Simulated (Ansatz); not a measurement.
Pulling on the Ga1–H6 bond in GaGeH5 (SMILES [GaH2][GeH3]) (multiplicity 1 held, fragments rigid). Energies count from the point at 1.575 Å.
Geometry at that point (charge 0, multiplicity 1):
```xyz
7

Ga    -1.23044    -0.07769    -0.29200
Ge     1.15730     0.07023     0.27369
H      1.98202    -1.14288    -0.19966
H      1.78713     1.32897    -0.36154
H      1.35930     0.19977     1.79857
H     -2.21720     1.04515     0.20263
H     -1.80127    -1.26983    -1.14606
```

Restricted levels (R-, RO-) in cc, def2 and unpolarised 6-31G sets keep to the state of the molecule at rest. Unrestricted levels (U-) break spin symmetry where that is lower. Levels need not reach the same state.

Cores are frozen in the correlated methods. Filled d and f shells under p-block atoms count as core.

Programs: Ansatz (Gaussian orbitals). Each number belongs to the level named beside it.

Q: One of these levels gives 3.387 eV for the energy at R = 5.038 Å. Which one is it?
A. R-HF/cc-pVTZ
B. U-MP2/cc-pVTZ
C. R-PBE/cc-pVTZ

A: B, U-MP2/cc-pVTZ. The others give 6.335 (R-HF/cc-pVTZ), 4.360 (R-PBE/cc-pVTZ)

Doubts at one or more of the structures used: a restricted determinant that unrestricted orbitals would lower (R-HF/cc-pVTZ, R-PBE/cc-pVTZ); a spin-contaminated determinant (U-MP2/cc-pVTZ).

Ansatz is a first-principles code.
